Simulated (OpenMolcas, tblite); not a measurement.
**CH4BFO2 (SMILES COB(O)F): methods side by side**

CH4BFO2: 9 atoms, total charge 0, spin state singlet. SMILES: `COB(O)F`. The coordinates come from a PBE0-D4/def2-TZVP relaxation. This is one conformer, not always the lowest.

```xyz
9

C    -0.6493    0.4913   -1.0859
O    -0.4870    0.6896    0.3046
B     0.3204   -0.0851    1.0495
O     1.0404   -1.1143    0.5247
F     0.4015    0.1877    2.3553
H    -1.7015    0.2852   -1.2914
H    -0.0407   -0.3377   -1.4512
H    -0.3631    1.4070   -1.6066
H     1.5677   -1.5701    1.1840
```

Each level gives the energy change with the B3–F5 bond stretched from 1.336 to 2.406 Å (eV). The values are calculated.

| level | kind | program | value (eV) | less CCSD(T)/def2-SVP | CPU time (all runs) |
| --- | --- | --- | --- | --- | --- |
| IPEA1-xTB | semi-empirical | tblite | 4.92 | -0.13 | 2.1 s |
| HF/def2-SVP (unrestricted) | Hartree–Fock | OpenMolcas | 5.76 | +0.71 | 16 s |
| SVWN5/def2-SVP (restricted) | LDA | OpenMolcas | 5.06 | +0.01 | 50 s |
| BLYP/def2-SVP (restricted) | GGA | OpenMolcas | 4.47 | -0.58 | 72 s |
| TPSS/def2-SVP (restricted) | meta-GGA | OpenMolcas | 4.67 | -0.38 | 90 s |
| B3LYP/def2-SVP (restricted) | global hybrid | OpenMolcas | 4.93 | -0.12 | 67 s |
| B2PLYP/def2-SVP (restricted) | double hybrid | OpenMolcas | 5.00 | -0.05 | 58 s |
| MP2/def2-SVP (restricted) | perturbation theory | OpenMolcas | 5.18 | +0.13 | 15 s |
| CCSD(T)/def2-SVP (restricted) | coupled cluster or CI | OpenMolcas | 5.05 | 0.00 | 4 min |

CCSD(T)/def2-SVP (restricted) is the highest level here, not the true value. At this stretch a single reference begins to fail. The first shape isn't each level's own minimum. The values span 4.47 to 5.76 eV. Times are those of the runs behind each value, whatever else they computed, on shared processors of several kinds: orders of magnitude only.
